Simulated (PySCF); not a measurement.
**Excitation energy of Sr by level of theory**

Sr [Kr] 5s2 (1S) → Sr [Kr] 5p2 (3P), as a difference of total energies. All numbers are calculated (PySCF 2.14, scalar relativity by spin-free X2C-1e, in aug-cc-pVDZ-X2C (7s6p4d, 45 functions)). Correlated levels: valence: [Kr] frozen. The calculations carry no spin-orbit coupling.

| method | excitation energy (eV) | error (eV) |
| --- | --- | --- |
| UHF | 3.894 | -0.511 |
| LDA | 4.471 | +0.066 |
| PBE | 4.180 | -0.225 |
| PBE0 | 4.211 | -0.194 |
| r2SCAN | 3.908 | -0.497 |
| LC-wPBE | 4.355 | -0.050 |
| wB97M-V | 4.821 | +0.416 |
| M06-2X | 4.663 | +0.258 |
| wB97X | 4.948 | +0.543 |
| MP2 (valence) | 4.236 | -0.169 |
| SCS-MP2 (valence) | 4.387 | -0.018 |

Reference: 4.405 eV (measured; NIST levels, between the centres of gravity of the two terms).

Errors of the correlated levels include the incompleteness of this basis and the frozen core.
